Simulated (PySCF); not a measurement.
1,2,4-triazole (C2H3N3), SMILES c1nc[nH]n1. Heavy atoms are numbered as in [cH:1]1[n:2][cH:3][nH:4][n:5]1. Hydrogens are named by the atom that carries them.

The structure is a stationary point at PBE0-D3(BJ)/def2-SVP.

The numbers are results of PBE/pcSseg-1 (PySCF), not measurements.

GIAO shieldings, no solvent; atoms alike by connectivity are averaged. δ = σ(ref) − σ: ¹³C against TMS (σ = 182.0 ppm); ¹⁵N against NH3 (σ = 267.0 ppm); ¹H against TMS (σ = 31.49 ppm), references at their B3LYP-D3(BJ)/def2-TZVP geometries, non-relativistic.

**Question.** Estimate the chemical shifts. (An estimate is asked for; the answer gives what the named calculation found.)

**Answer.** 
```
nucleus    atoms  count  δ (ppm)
-------  -------  -----  -------
¹³C      C1 (CH)      1    154.2
¹³C      C3 (CH)      1    141.5
¹⁵N           N5      1    324.7
¹⁵N           N2      1    291.6
¹⁵N      N4 (NH)      1    228.0
¹H       H on N4      1     9.83
¹H       H on C3      1     8.07
¹H       H on C1      1     8.04
```
